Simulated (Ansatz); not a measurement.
Total energies of the cluster Sr₂O₃ (the lowest singlet isomer of a short search) from Ansatz at PBE0-D4/def2-TZVP, gas phase (1 Eh = 27.2114 eV = 2625.5 kJ/mol). The reference geometry is relaxed at PBE0-D4/def2-SVP.

```xyz
5

Sr   -0.066   -0.847   -1.416
Sr   -0.375    1.161    1.113
O     1.361   -0.151    0.286
O     0.322   -1.046    0.870
O    -1.241    0.883   -0.853
```

| state | geometry | energy (Eh) |
| --- | --- | --- |
| charge 0 singlet | reference | -287.01825 |
| charge 1 doublet | reference | -286.78264 |
| charge 0 triplet | relaxed at PBE0-D4/def2-SVP | -286.95034 |
| charge 0 quintet | relaxed at PBE0-D4/def2-SVP | -286.88460 |
| free Sr atom (singlet) | – | -30.67766 |
| free O atom (triplet) | – | -75.01860 |

In the def2 sets Sr takes a core potential; there is no spin–orbit coupling. The structure holds one bond between oxygen atoms, so isomers without such links may lie far lower.

Question: Work out the vertical ionisation energy to the doublet.

Answer: E(charge 1 doublet) − E(charge 0 singlet) = -286.78264 − (-287.01825) = 0.23561 Eh = 6.41 eV. For comparison, −ε of the highest occupied level is 4.52 eV at this level, 1.89 eV less.

Question: Which of the charge 0 states is lowest, and how far above it are the others?

Answer: The singlet. triplet: -286.95034 − (-287.01825) = 0.06791 Eh = 178.3 kJ/mol; quintet: -286.88460 − (-287.01825) = 0.13365 Eh = 350.9 kJ/mol. The quintet differs in its bonds from the reference.

Question: What is the binding energy per atom against free atoms?

Answer: Atoms: 2 × (-30.67766) + 3 × (-75.01860) = -286.41112 Eh. Binding: -286.41112 − (-287.01825) = 0.60713 Eh = 16.52 eV, or 3.30 eV for each of 5 atoms (no zero-point energy, no counterpoise term).

The structure comes from a short search, and lower isomers may exist.
